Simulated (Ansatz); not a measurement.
A structure relaxed at PBE-D4/def2-SVPD in Ansatz, charge -1, doublet:

```xyz
5

Se    1.6460   -1.3724   -0.3529
Te    0.4529   -0.9036    2.1422
Te   -0.8412    1.3498    1.5919
Te    0.7269    0.5855   -1.6542
Te   -1.9846    0.3407   -1.7269
```

(1) Give its formula.

(2) Summarise the bond lengths by kind (pairs closer than 1.2 times the sum of covalent radii, bridged metal pairs left out).

## Answers

(1) the cluster Te4Se⁻ (the lowest doublet isomer of a short search).

(2) 2 × Se–Te 2.52 to 2.81 Å; 2 × Te–Te 2.66 to 2.72 Å.

In the def2 sets Te takes a core potential; there is no spin–orbit coupling. The relaxation made no stability test and no search for a lower SCF solution. Another isomer (doublet) lies 0.05 eV lower at PBE0-D4/def2-TZVPD; other spin states weren't run for this one.
